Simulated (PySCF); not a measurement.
## Vibration and rotation of NaPb

UHF-CCSD(T) constants of NaPb, ⁴Σ⁻ (quartet), unpaired electrons σ ↑, π ↑↑ (Na def2-SVP, Pb def2-SVP with ECP60; scalar-relativistic core potentials (PySCF 2.14); masses 22.9898 and 207.9766 u):

```
ωe            : 169.9 cm⁻¹
ωexe          : 0.58 cm⁻¹
Be            : 0.0905 cm⁻¹
αe            : 0.000520 cm⁻¹
De to Na + Pb : 1.05 eV
```

**Question.** What force constant and bond length do these constants imply?

**Answer.** Reduced mass μred = 20.701 u; k = 5.8918×10⁻⁷·μred·ωe² (u, cm⁻¹, mdyn/Å) = 0.352 mdyn/Å; Re = √(16.8576/(μred·Be)) (u, cm⁻¹, Å) = 3.000 Å.

**Question.** Estimate the centrifugal constant D from the Kratzer relation and find the Dunham coefficient a1.

**Answer.** D = 4Be³/ωe² = 1.03e-07 cm⁻¹; a1 = −1 − αeωe/(6Be²) = -2.80.

Correlated steps freeze 5 core orbitals. Correlated levels converge slowly with the basis: in double zeta they bind strong bonds too weakly, by up to about 1 eV, and carry superposition errors of some tenths. Spin–orbit coupling is left out, which matters for elements this heavy, above all for dissociation energies. The state is the lowest determinant that a PBE0 search found; another state may lie lower at other levels.
